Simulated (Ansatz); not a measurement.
Ansatz results at the PBE0-D4/def2-TZVP geometry: LUMO energy (PBE/def2-TZVPP) -0.59 eV; HOMO–LUMO gap (B3LYP/def2-TZVPP) 7.76 eV; HOMO energy (PBE0/def2-TZVPP) -7.83 eV.

Each molecule was computed in one conformer, which needn't be the lowest.

(1) Which molecule gave them?
A. `NB(F)Br`
B. `SBCl`
C. `CCB(O)CC`
D. `NBO`

## Answers

(1) C. The others give `SBCl`: -2.23, 6.58, -8.32; `NB(F)Br`: -0.23, 8.28, -8.28; `NBO`: 0.31, 8.27, -7.76.

B3LYP here is the variant with VWN-RPA as its local correlation; programs differ in this.
